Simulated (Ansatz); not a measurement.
Ansatz (a program for electronic structure) input (B3LYP-D3(BJ)/def2-TZVP):

Ansatz 0.2 input:
```yaml
crystal:
  periodic: [false, false, false]
  atoms:
    - {symbol: Nb, position_ang: [-0.03348067, 0.01583237, 0.06870002]}
    - {symbol: O, position_ang: [-1.25775266, -1.14517377, -0.12931487]}
    - {symbol: F, position_ang: [-0.34759301, 1.63675701, -0.84621835]}
    - {symbol: F, position_ang: [1.61811840, -0.69095002, 0.64819813]}
basis:
  gaussian:
    orbitals: def2-TZVP
hamiltonian:
  xc: b3lyp
  dispersion: d3bj
magnetization: {spin_polarized: true, initial_magnetization: 1}
phonons: {temperatures: {t_min: 298.15, t_max: 298.15, t_step: 100}}
```

Output:

```
Functional definition: B3LYP
integrals: 0.04 GiB planned
834 factors; their error is unknown
mean field: 0.56 GiB planned
mean field evaluation 1: about -9025.9077 eV, gradient 6.5e1 eV
mean field evaluation 2: about -8807.7375 eV, gradient 2.1e2 eV
mean field evaluation 4: about -9035.8788 eV, gradient 3.5e1 eV
mean field evaluation 8: about -9039.7250 eV, gradient 9.7e-2 eV
mean field evaluation 16: about -9039.7664 eV, gradient 8.2e-4 eV
mean field -9039.76639197 eV, -332.2052875312 hartree, gradient 2.4e-5 eV, S^2 0.752905; 1 other end points of the search recorded, 0 dependent functions left out
the calculation of the forces begins
reference -9039.76665384 eV, -332.2052971545 hartree; 20, 19 occupied and 113, 114 virtual orbitals, 834 factors
these checks for a lower state are left out or cut short: stability, starts, cluster_reference, orbital_swaps, neighbouring_geometries, increment
integrals: 0.04 GiB planned
834 factors; their error is unknown
mean field: 0.56 GiB planned
mean field evaluation 32: about -9039.7662 eV, gradient 2.0e-6 eV
mean field -9039.76619686 eV, -332.2052803611 hartree, gradient 2.0e-6 eV, S^2 0.752935; 0 other end points of the search recorded, 0 dependent functions left out
the calculation of the forces begins
reference -9039.76645874 eV, -332.2052899848 hartree; 20, 19 occupied and 113, 114 virtual orbitals, 834 factors
these checks for a lower state are left out or cut short: stability, starts, cluster_reference, orbital_swaps, neighbouring_geometries, increment
integrals: 0.04 GiB planned
834 factors; their error is unknown
mean field: 0.56 GiB planned
mean field -9039.76619494 eV, -332.2052802903 hartree, gradient 1.8e-6 eV, S^2 0.752875; 0 other end points of the search recorded, 0 dependent functions left out
the calculation of the forces begins
reference -9039.76645679 eV, -332.2052899133 hartree; 20, 19 occupied and 113, 114 virtual orbitals, 834 factors
these checks for a lower state are left out or cut short: stability, starts, cluster_reference, orbital_swaps, neighbouring_geometries, increment
integrals: 0.04 GiB planned
834 factors; their error is unknown
mean field: 0.56 GiB planned
mean field -9039.76631192 eV, -332.2052845893 hartree, gradient 2.2e-6 eV, S^2 0.752902; 0 other end points of the search recorded, 0 dependent functions left out
the calculation of the forces begins
reference -9039.76657378 eV, -332.2052942127 hartree; 20, 19 occupied and 113, 114 virtual orbitals, 834 factors
these checks for a lower state are left out or cut short: stability, starts, cluster_reference, orbital_swaps, neighbouring_geometries, increment
integrals: 0.04 GiB planned
834 factors; their error is unknown
mean field: 0.56 GiB planned
mean field -9039.76631226 eV, -332.2052846018 hartree, gradient 2.2e-6 eV, S^2 0.752907; 0 other end points of the search recorded, 0 dependent functions left out
the calculation of the forces begins
reference -9039.76657412 eV, -332.2052942251 hartree; 20, 19 occupied and 113, 114 virtual orbitals, 834 factors
these checks for a lower state are left out or cut short: stability, starts, cluster_reference, orbital_swaps, neighbouring_geometries, increment
integrals: 0.04 GiB planned
834 factors; their error is unknown
mean field: 0.56 GiB planned
mean field -9039.76620632 eV, -332.2052807088 hartree, gradient 1.8e-6 eV, S^2 0.752873; 0 other end points of the search recorded, 0 dependent functions left out
the calculation of the forces begins
reference -9039.76646817 eV, -332.2052903315 hartree; 20, 19 occupied and 113, 114 virtual orbitals, 834 factors
these checks for a lower state are left out or cut short: stability, starts, cluster_reference, orbital_swaps, neighbouring_geometries, increment
integrals: 0.04 GiB planned
834 factors; their error is unknown
mean field: 0.56 GiB planned
mean field evaluation 64: about -9039.7250 eV, gradient 1.9e-4 eV
mean field -9039.76625330 eV, -332.2052824353 hartree, gradient 2.5e-6 eV, S^2 0.752937; 0 other end points of the search recorded, 0 dependent functions left out
the calculation of the forces begins
reference -9039.76651519 eV, -332.2052920593 hartree; 20, 19 occupied and 113, 114 virtual orbitals, 834 factors
these checks for a lower state are left out or cut short: stability, starts, cluster_reference, orbital_swaps, neighbouring_geometries, increment
integrals: 0.04 GiB planned
834 factors; their error is unknown
mean field: 0.56 GiB planned
mean field -9039.76638654 eV, -332.2052873315 hartree, gradient 2.7e-6 eV, S^2 0.752907; 0 other end points of the search recorded, 0 dependent functions left out
the calculation of the forces begins
reference -9039.76664840 eV, -332.2052969549 hartree; 20, 19 occupied and 113, 114 virtual orbitals, 834 factors
these checks for a lower state are left out or cut short: stability, starts, cluster_reference, orbital_swaps, neighbouring_geometries, increment
integrals: 0.04 GiB planned
834 factors; their error is unknown
mean field: 0.56 GiB planned
mean field -9039.76638603 eV, -332.2052873130 hartree, gradient 2.8e-6 eV, S^2 0.752902; 0 other end points of the search recorded, 0 dependent functions left out
the calculation of the forces begins
reference -9039.76664790 eV, -332.2052969363 hartree; 20, 19 occupied and 113, 114 virtual orbitals, 834 factors
these checks for a lower state are left out or cut short: stability, starts, cluster_reference, orbital_swaps, neighbouring_geometries, increment
integrals: 0.04 GiB planned
834 factors; their error is unknown
mean field: 0.56 GiB planned
mean field -9039.76638372 eV, -332.2052872280 hartree, gradient 2.0e-6 eV, S^2 0.752903; 0 other end points of the search recorded, 0 dependent functions left out
the calculation of the forces begins
reference -9039.76664559 eV, -332.2052968514 hartree; 20, 19 occupied and 113, 114 virtual orbitals, 834 factors
these checks for a lower state are left out or cut short: stability, starts, cluster_reference, orbital_swaps, neighbouring_geometries, increment
integrals: 0.04 GiB planned
834 factors; their error is unknown
mean field: 0.56 GiB planned
mean field -9039.76638832 eV, -332.2052873972 hartree, gradient 2.0e-6 eV, S^2 0.752907; 0 other end points of the search recorded, 0 dependent functions left out
the calculation of the forces begins
reference -9039.76665019 eV, -332.2052970205 hartree; 20, 19 occupied and 113, 114 virtual orbitals, 834 factors
these checks for a lower state are left out or cut short: stability, starts, cluster_reference, orbital_swaps, neighbouring_geometries, increment
integrals: 0.04 GiB planned
834 factors; their error is unknown
mean field: 0.56 GiB planned
mean field evaluation 96: about -9039.7663 eV, gradient 1.6e-1 eV
mean field -9039.76635307 eV, -332.2052861017 hartree, gradient 2.8e-6 eV, S^2 0.752908; 0 other end points of the search recorded, 0 dependent functions left out
the calculation of the forces begins
reference -9039.76661494 eV, -332.2052957252 hartree; 20, 19 occupied and 113, 114 virtual orbitals, 834 factors
these checks for a lower state are left out or cut short: stability, starts, cluster_reference, orbital_swaps, neighbouring_geometries, increment
integrals: 0.04 GiB planned
834 factors; their error is unknown
mean field: 0.56 GiB planned
mean field -9039.76631232 eV, -332.2052846040 hartree, gradient 2.9e-6 eV, S^2 0.752901; 0 other end points of the search recorded, 0 dependent functions left out
the calculation of the forces begins
reference -9039.76657418 eV, -332.2052942272 hartree; 20, 19 occupied and 113, 114 virtual orbitals, 834 factors
these checks for a lower state are left out or cut short: stability, starts, cluster_reference, orbital_swaps, neighbouring_geometries, increment
integrals: 0.04 GiB planned
834 factors; their error is unknown
mean field: 0.56 GiB planned
mean field -9039.76636355 eV, -332.2052864868 hartree, gradient 1.3e-6 eV, S^2 0.752903; 0 other end points of the search recorded, 0 dependent functions left out
the calculation of the forces begins
reference -9039.76662542 eV, -332.2052961101 hartree; 20, 19 occupied and 113, 114 virtual orbitals, 834 factors
these checks for a lower state are left out or cut short: stability, starts, cluster_reference, orbital_swaps, neighbouring_geometries, increment
integrals: 0.04 GiB planned
834 factors; their error is unknown
mean field: 0.56 GiB planned
mean field -9039.76637990 eV, -332.2052870875 hartree, gradient 1.3e-6 eV, S^2 0.752906; 0 other end points of the search recorded, 0 dependent functions left out
the calculation of the forces begins
reference -9039.76664176 eV, -332.2052967109 hartree; 20, 19 occupied and 113, 114 virtual orbitals, 834 factors
Total energy: -9039.87262087 eV, -332.2091913714 hartree
Atom 0 at    -0.033481     0.015832     0.068700 Å, force     0.000223     0.000110    -0.000122 eV/Å
Atom 1 at    -1.257753    -1.145174    -0.129315 Å, force    -0.000142    -0.000104     0.000026 eV/Å
Atom 2 at    -0.347593     1.636757    -0.846218 Å, force    -0.000212     0.000201    -0.000083 eV/Å
Atom 3 at     1.618118    -0.690950     0.648198 Å, force     0.000132    -0.000207     0.000179 eV/Å
Dipole moment:     0.161934     0.250584     0.177307 e Å
Vibrations: 62.76 172.89 256.46 647.13 698.36 1026.86 cm⁻¹, zero-point energy 0.177573 eV
```

The spin state was set by rule; other spins were not relaxed.
